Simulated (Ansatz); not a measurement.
Molecule: GaCl₃ (charge 0, singlet). SMILES: [Cl][Ga]([Cl])[Cl]
Structure (B3LYP-D3(BJ)/def2-TZVP (Ansatz, a quantum-chemistry and plane-wave program) minimum search):
```xyz
4

Cl    -0.6157     2.0355     0.0507
Ga     0.0000     0.0000     0.0000
Cl    -1.4555    -1.5509    -0.0352
Cl     2.0712    -0.4846    -0.0155
```

Property: atomisation energy (electronic, to ground-state atoms), in kcal/mol. Valence correlation only, unless marked. Open shells are spin-unrestricted. No spin-orbit coupling. The frozen core is the preceding noble-gas configuration, with the filled d and f shells of earlier blocks. Non-relativistic. The coupled-cluster limit lacks core correlation, which all-electron functionals hold. CBS marks a two-point X^-3 extrapolation of the correlation energy; Hartree-Fock from the larger set. The bracket is a focal-point correction in the basis named.

| level | program | atomisation energy (kcal/mol) |
|---|---|---|
| HF/def2-QZVPPD | Ansatz | 198.7 |
| BLYP/def2-TZVPD | Ansatz | 241.4 |
| revPBE/def2-TZVPD | Ansatz | 248.8 |
| B97M-V/def2-TZVPD | Ansatz | 269.4 |
| PBE0/STO-3G | Ansatz | 293.2 |
| PBE0/def2-TZVPD | Ansatz | 260.9 |
| PBE0/def2-QZVPP | Ansatz | 260.3 |
| BHLYP-D3(BJ)/def2-TZVPD | Ansatz + dftd3 | 248.7 |
| CAM-B3LYP-D4/def2-TZVPD | Ansatz + dftd4 | 254.1 |
| LC-wPBE/def2-TZVPD | Ansatz | 259.3 |
| B2GP-PLYP-D4/def2-TZVPD | Ansatz + dftd4 | 259.5 |
| RPA@PBE/def2-TZVPP | Ansatz | 229.7 |
| RI-MP2/CBS(def2-TZVPPD,def2-QZVPPD) | Ansatz | 282.7 |
| SCS-MP2/STO-3G | Ansatz | 172.3 |
| SCS-MP2/def2-SVP | Ansatz | 249.4 |
| SCS-MP2/def2-TZVPP | Ansatz | 262.5 |
| SCS-MP2/def2-QZVPP | Ansatz | 268.2 |
| CCSD/6-31G | Ansatz | 193.7 |
| CCSD(T)/def2-TZVPPD | Ansatz | 257.9 |
| RI-MP2/CBS(def2-TZVPPD,def2-QZVPPD)+[CCSD(T)-MP2]/def2-SVPD | Ansatz | 267.9 |
| CCSD(T)/CBS(def2-TZVPPD,def2-QZVPPD) | Ansatz | 268.2 |
